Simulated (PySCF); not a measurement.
OV, SMILES [O]=[V] (connectivity only; charge and spin as stated), neutral, multiplicity 4.

Geometry: B3LYP-D3(BJ)/def2-TZVPD. The spin state was assumed, not searched.

Two levels are set side by side: PBE/def2-TZVPD (PySCF) and r2SCAN/def2-TZVPD (PySCF). Same geometry, gas phase. Differences are taken from unrounded values.

```json
[
 {"quantity": "α-spin orbital gap (eV)", "r2SCAN": "1.69"},
 {"quantity": "β-spin orbital gap (eV)", "r2SCAN": "6.23"},
 {"quantity": "dipole moment (D)", "r2SCAN": "3.53"},
 {"quantity": "mean polarisability (bohr³)", "r2SCAN": "71.7"}
]
```

**Question.** What does PBE give, and how far is it from r2SCAN? (An estimate is asked for; the answer gives what the named calculation found.)

**Answer.** 
```csv
quantity,PBE,PBE minus r2SCAN
α-spin orbital gap (eV),1.21,-0.47
β-spin orbital gap (eV),5.41,-0.82
dipole moment (D),3.22,-0.31
mean polarisability (bohr³),72.4,0.7
```

Rough cost on one machine, each run with all the roots and properties that it gave: r2SCAN against PBE about 2 times.
